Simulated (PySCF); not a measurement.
Exercise with solution: oscillator strength and radiative lifetime

BF₂H₃O₂Si, SMILES OB(O)[SiH](F)F.

Geometry optimised at B3LYP-D3(BJ)/def2-SVP. This is a generated structure with no PubChem entry under its InChIKey; it may be hypothetical. The values are those of a single conformer.

TDA-M06-2X/def2-SVPD in PySCF puts the first singlet state with f over 0.02 at 6.53 eV (vertical), with the transition dipole (-0.113, -0.436, -0.198) in atomic units.

Task: Find the oscillator strength, the wavelength and the radiative lifetime that this transition would have in vacuum if emission retraced absorption.

Result: 
|μ|² = 0.2421 au, so |μ| = 1.25 D. ΔE = 6.53/27.211 = 0.2400 hartree. f = (2/3) ΔE |μ|² = 0.039 (the program prints 0.039).
λ = 1239.84/6.53 = 190 nm; ν = 52668 cm⁻¹.
Einstein's coefficient A = 0.6670 ν² f s⁻¹ (ν in cm⁻¹) = 7.2e7 s⁻¹, so τ = 1/A = 14 ns. This state is S1. The figure is the radiative limit of this one transition; relaxation, internal conversion, crossing to triplets and a medium change what is measured.
